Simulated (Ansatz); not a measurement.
Pt2H3⁻, relaxed as a singlet with RKS r2SCAN-D4/def2-TZVPD in Ansatz, starting from the GFN2-xTB geometry. Force threshold 0.02 eV/Å.

In the def2 sets Pt takes a core potential; there is no spin–orbit coupling. The structure comes from a short search, and lower isomers may exist.

Start:

```xyz
5

Pt   -0.071   -0.361   -1.160
Pt   -0.098    0.588    0.991
H    -0.913    1.880    0.634
H     0.369   -1.508   -2.062
H     0.714   -0.599    1.598
```

```csv
step,energy (eV),largest force component (eV/Å),SCF passes
1,-6547.4969,1.887,21
2,-6547.9466,0.561,28
3,-6547.9899,0.408,23
4,-6548.1128,0.473,30
5,-6548.2287,0.654,29
6,-6548.3829,1.031,28
7,-6548.5368,0.980,27
8,-6548.5950,0.944,29
9,-6548.6487,1.070,28
10,-6548.6961,0.557,23
11,-6548.7547,0.336,29
12,-6548.7742,0.848,28
13,-6548.8304,0.577,28
14,-6548.9099,0.754,27
15,-6548.9922,0.705,28
16,-6549.0762,0.496,29
17,-6549.1576,0.239,28
18,-6549.2009,0.141,28
19 (rejected),-6549.1541,0.782,28
20,-6549.2088,0.112,30
21,-6549.2094,0.029,23
22,-6549.2096,0.007,25
23,-6549.2096,0.007,24
```

Force components are those of the run's own axes.

End:

```
atom   x (Å)   y (Å)   z (Å)
 Pt1   0.260  -0.505  -1.784
 Pt2  -0.032   0.352   0.553
  H3  -0.919   1.311   1.383
  H4  -0.124  -1.977  -1.912
  H5   0.814   0.819   1.760
```

By distances, no bond broke or formed. The bond that changes most is Pt1–Pt2, from 2.35 to 2.51 Å (atoms count from 1). A close non-bonded pair moves further: H3–H5, from 3.12 to 1.84 Å.

The force fell under the threshold at step 22, but the optimiser went on. No frequencies were taken in this run, so the end may be a saddle point.

Hardware: 4 threads of Arm Neoverse V1 on a shared host. Wall time 33 s.
